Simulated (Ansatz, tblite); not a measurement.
Removing an electron: BMe2(CCH) (C4H7B). The state is a singlet with charge 0. Geometry: PBE0-D4/def2-SVP. Ansatz, gas phase; energy differences of separate SCF runs; the oxidised species was run as a doublet alone.

```csv
atom,x (Å),y (Å),z (Å)
B1,-0.055,-0.029,0.032
C2,-1.423,-0.122,-0.732
H3,-1.935,0.842,-0.539
H4,-2.087,-0.909,-0.347
H5,-1.326,-0.206,-1.824
C6,0.106,-0.561,1.500
H7,0.463,-1.605,1.398
H8,-0.843,-0.611,2.054
H9,0.866,-0.033,2.092
C10,1.155,0.598,-0.673
C11,2.116,1.097,-1.233
H12,2.964,1.537,-1.727
```

The xTB rows come from tblite.

```tsv
level	−HOMO (eV)	vertical IE (eV)	−LUMO (eV)	HOMO–LUMO gap (eV)
GFN1-xTB	11.92	14.97	7.76	4.16
GFN2-xTB	10.63	13.77	6.74	3.90
PBE-D4/def2-TZVP	6.52	9.61	2.38	4.14
r2SCAN-D4/def2-TZVP	6.74	9.65	2.09	4.65
PBE0-D4/def2-TZVP	7.74	9.86	1.43	6.31
```

 Raw xTB energy differences between charge states are shifted by several eV; the methods need an empirical correction for them.
